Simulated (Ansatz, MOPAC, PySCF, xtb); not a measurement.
Complex: GaH3O (SMILES [OH][GaH2]) (first 5 atoms) with NH3 (SMILES N); geometry from B3LYP-D3(BJ)/def2-TZVP, rigid monomers moved along the line of their centres of mass till H3···N6 is 3.42 Å.
(charge 0, multiplicity 1):
```xyz
9

O     -0.0270     1.1941     1.1896
Ga    -0.0844    -0.0381    -0.0994
H      0.0108     0.8100     2.0890
H     -0.1465     0.5226    -1.5550
H     -0.0685    -1.5546     0.3143
N      0.1518    -0.0754     5.3912
H      0.9958     0.2069     5.8765
H     -0.6393     0.2223     5.9508
H      0.1405    -1.0885     5.3558
```

Interaction energies are E(AB) − E(A) − E(B) at the monomers' geometry in the complex; basis-set methods are counterpoise corrected. Rows marked so take none.

Rows in 3-21G carry no dispersion term and start afresh at each structure; the Pople sets are all-electron and without relativity. The state that PM3 reach isn't checked.

Codes used: Ansatz (Gaussian orbitals); MOPAC for PM3 (differences of heats of formation); PySCF for 3-21G rows, the dispersion terms; xtb for the GFN methods. Values without a source in brackets are computed.

Problem. One of these levels gives -1.27 kcal/mol for the interaction energy. Name it.
A) r2SCAN-D4/def2-TZVPPD
B) PM3
C) HF/3-21G (no counterpoise)
D) GFN1-xTB

Solution. D, GFN1-xTB. The others give -0.65 (PM3), -2.24 (HF/3-21G (no counterpoise)), -1.75 (r2SCAN-D4/def2-TZVPPD)

Ansatz is an electronic-structure program.
